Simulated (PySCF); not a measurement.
System: C$_{7}$H$_{13}$, charge 0, multiplicity 2. It need not be the lowest isomer of its formula. SMILES: C(C[CH]CC)C=C
Coordinates optimised at B3LYP-D3(BJ)/def2-TZVP (Ansatz):
```xyz
20

C      2.9475     0.5524    -0.4242
C      2.2199    -0.7439    -0.0286
C      1.1471    -0.5389     0.9835
C     -0.2917    -0.7435     0.6723
C     -0.8866     0.3617    -0.2425
C     -2.3186     0.1024    -0.5868
C     -3.3391     0.8829    -0.2545
H      2.2556     1.2688    -0.8703
H      3.3970     1.0261     0.4507
H      3.7435     0.3511    -1.1445
H      1.7981    -1.2112    -0.9238
H      2.9691    -1.4484     0.3573
H      1.4224    -0.0954     1.9342
H     -0.8834    -0.7834     1.5894
H     -0.4319    -1.7060     0.1631
H     -0.7873     1.3317     0.2501
H     -0.2907     0.4058    -1.1600
H     -2.5149    -0.8163    -1.1353
H     -3.1897     1.8052     0.2962
H     -4.3579     0.6332    -0.5220
```
Charge 0, spin multiplicity 2.

Dispersion corrections to the total energy (kcal/mol) from the dftd3 and dftd4 libraries through PySCF: D3(BJ) without and D4 with the three-body term, each with the damping fitted for the functional named.

```csv
functional,D3(BJ),D4
BP86,-15.08,-12.20
HF,?,-33.82
CAM-B3LYP,-7.59,-7.88
BLYP,?,-20.44
PW6B95,-4.76,-7.87
PBE,-10.15,-9.32
LC-wPBE,?,-10.21
```

Question: Fill in the missing entries.

Answer: 
- HF, D3(BJ): -72.84
- BLYP, D3(BJ): -20.55
- LC-wPBE, D3(BJ): -9.19
